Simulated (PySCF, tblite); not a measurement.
Compound: C₄H₁₄F₂Si₃.
Geometry (GFN2-xTB, Å), atoms numbered from 1 in this order:
```
atom  x, y, z in Å
C1     0.340   -2.420   -0.351
Si2   -0.297   -0.648   -0.060
C3    -2.226   -0.721   -0.083
F4    -2.745    0.523    0.237
C5     0.226    0.006    1.649
Si6    2.062    0.462    1.834
C7     0.259    0.508   -1.466
Si8   -0.519    2.238   -1.467
F9     0.295    3.101   -2.570
H10   -0.007   -2.823   -1.298
H11    0.014   -3.097    0.432
H12    1.425   -2.439   -0.366
H13   -2.637   -1.418    0.651
H14   -2.634   -0.976   -1.063
H15   -0.025   -0.740    2.404
H16   -0.374    0.884    1.885
H17    2.894   -0.677    1.431
H18    2.382    1.619    0.998
H19    2.347    0.782    3.237
H20    1.343    0.617   -1.412
H21    0.054    0.032   -2.426
H22   -0.297    2.959   -0.224
H23   -1.885    2.254   -1.962
```

Jobs on this species (23 atoms, 98 electrons) with PySCF (density fitting) and tblite. Hardware of each: Arm Neoverse N1, one thread, on a shared host. Other jobs ran on the host; a repeat could differ by tens of per cent or more.

```tsv
level and settings	work	basis functions	SCF cycles	wall time
GFN2-xTB	L-BFGS relaxation	–	–	?
GFN2-xTB	Hessian by finite differences	–	–	2.6 s
PBE0/pcSseg-1	shieldings, charges and field gradients, density and orbital grids written	244	12	2.2 min
```

Fill in the missing figures.

- GFN2-xTB; L-BFGS relaxation: 4.3 s

What do all jobs in the table cost together?

About 2.3 min; the longest takes about 95 % of that, and about 51 times as long as the shortest.
